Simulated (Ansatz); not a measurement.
Calculated with Ansatz (gas phase, PBE0-D4/def2-TZVP geometries, no zero-point term in ΔE). CCSD(T)/CBS adds triple-zeta CCSD(T) − MP2 to the extrapolated MP2 energy (def2 sets, frozen cores). This one scheme is used for every species. DFT in def2-TZVPP. HSE06 is defined as in plane-wave codes. def2 core potentials past Kr. For Se, Te outer-core shells are correlated without core-valence functions, which leaves a few kJ/mol of doubt a bond. Scalar relativity is left out up to krypton. Each species was taken in one conformer, which may not be the lowest.

`S[SiH2][SeH]` + H₂Te → `[SeH][SiH2][TeH]` + H₂S  (ligand exchange at the Si–S bond)

| level | ΔE (kJ/mol) |
| --- | --- |
| revPBE-D4 | -2.0 |
| HSE06 | -2.7 |

**Question.** What does CCSD(T)/CBS give? (Best estimate.)

**Answer.** The calculation gave: -5.8 kJ/mol. The listed levels differ from it by 3.8, 3.1 kJ/mol.

Largest T1 diagnostic among the species: 0.010.

Leaving LDA and LC-ωPBE aside and taking each functional with its dispersion term where it has one, the values, not all of them listed here, spread over 10.3 kJ/mol, from HSE06-D4 to B97M-V. At CCSD(T), def2-SVP lies +3.2 kJ/mol from the extrapolated value and def2-TZVPP +4.5 kJ/mol.
